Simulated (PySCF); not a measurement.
C₂H₇Si, SMILES C[SiH2][CH2], multiplicity 2.

Geometry optimised at B3LYP-D3(BJ)/def2-SVP. The isomer is the one that the SMILES or the coordinates give; other isomers of the formula were not compared.

All values below come from PySCF with B3LYP-D3(BJ)/def2-SVP.

Frequencies are harmonic and unscaled.

| mode | ν (cm⁻¹) | IR (km/mol) | moving atoms (share of kinetic energy) |
|---|---|---|---|
| 1 | 51 | 0.1 | H 98 % |
| 2 | 169 | 0.0 | H 93 % |
| 3 | 213 | 0.6 | C 42 %, H 38 %, Si 20 % |
| 4 | 457 | 3.5 | H 92 % |
| 5 | 541 | 29.4 | H 85 %, C 14 % |
| 6 | 606 | 7.1 | H 89 %, C 10 % |
| 7 | 666 | 3.6 | C 55 %, H 29 %, Si 16 % |
| 8 | 706 | 56.7 | H 76 %, C 17 % |
| 9 | 752 | 13.4 | C 51 %, Si 28 %, H 21 % |
| 10 | 828 | 42.8 | H 67 %, C 22 %, Si 10 % |
| 11 | 882 | 30.6 | H 78 %, C 17 % |
| 12 | 919 | 220.8 | H 78 %, Si 14 % |
| 13 | 959 | 92.2 | H 95 % |
| 14 | 1270 | 14.4 | H 79 %, C 21 % |
| 15 | 1372 | 3.6 | H 88 %, C 12 % |
| 16 | 1436 | 3.7 | H 96 % |
| 17 | 1438 | 2.1 | H 96 % |
| 18 | 2163 | 130.7 | H 97 % |
| 19 | 2200 | 122.2 | H 97 % |
| 20 | 3030 | 4.6 | H 97 % |
| 21 | 3119 | 1.9 | H 95 % |
| 22 | 3121 | 7.5 | H 91 %, C 9 % |
| 23 | 3126 | 6.1 | H 91 %, C 9 % |
| 24 | 3219 | 1.9 | H 90 %, C 10 % |
